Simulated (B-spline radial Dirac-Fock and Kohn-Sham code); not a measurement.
# Two-hole binding energies of Ba⁴⁺

System: the Ba⁴⁺ ion, [Kr] 4d10 5s2 5p4.

The run's input, task.json:

```json
{"items": [{
  "Z": 56,
  "q": 4,
  "cfg": [[1, 0, 2], [2, 0, 2], [2, 1, 6], [3, 0, 2], [3, 1, 6], [3, 2, 10], [4, 0, 2], [4, 1, 6], [4, 2, 10], [5, 0, 2], [5, 1, 4]],
  "A": 138,
  "rrms": 4.8378,
  "do": ["binding", "quiet", "double"]
}]}
```

Launch: `python xray_run.py task.json out`

These are calculated numbers from a radial B-spline solver; the model is Dirac-Fock energy differences between relaxed states, corrected for Breit and QED terms. U is the two-hole binding energy less the two single-hole energies, the effective repulsion of the holes after relaxation. Each two-hole energy is an average over J within one jj subconfiguration.

| holes | E(a) (eV) | E(b) (eV) | E(ab) (eV) | U (eV) |
| --- | --- | --- | --- | --- |
| 1s⁻² | 37490.1 | 37490.1 | 75917.7 | 937.5 |
| 1s⁻¹ 2p3/2⁻¹ | 37490.1 | 5298.9 | 43033.8 | 244.8 |
| 1s⁻¹ 3p3/2⁻¹ | 37490.1 | 1116.7 | 38685.6 | 78.8 |
| 1s⁻¹ 3d3/2⁻¹ | 37490.1 | 847.2 | 38411.7 | 74.4 |
| 2s⁻² | 6046.4 | 6046.4 | 12250.1 | 157.4 |
| 2p1/2⁻² | 5675.9 | 5675.9 | 11547.7 | 195.9 |
| 2p1/2⁻¹ 2p3/2⁻¹ | 5675.9 | 5298.9 | 11149.4 | 174.6 |
| 2s⁻¹ 3p1/2⁻¹ | 6046.4 | 1191.1 | 7308.1 | 70.6 |
| 2p1/2⁻¹ 3p3/2⁻¹ | 5675.9 | 1116.7 | 6863.1 | 70.5 |
| 2p1/2⁻¹ 3d5/2⁻¹ | 5675.9 | 831.9 | ? | ? |
| 2p3/2⁻¹ 3d3/2⁻¹ | 5298.9 | 847.2 | 6221.8 | 75.7 |
| 3d3/2⁻¹ 3d5/2⁻¹ | 847.2 | 831.9 | 1738.9 | 59.8 |
| 3d5/2⁻² | 831.9 | 831.9 | 1722.6 | 58.8 |
| 4d3/2⁻¹ 4d5/2⁻¹ | 141.8 | 139.2 | 304.6 | 23.6 |

Question: Give the missing two-hole energy and U.

Answer: E(ab) = 6582.6 eV and U = 74.8 eV.

Run: 45 s of CPU time on 1 thread of Neoverse-V1 (shared host), peak memory 0.46 GiB.
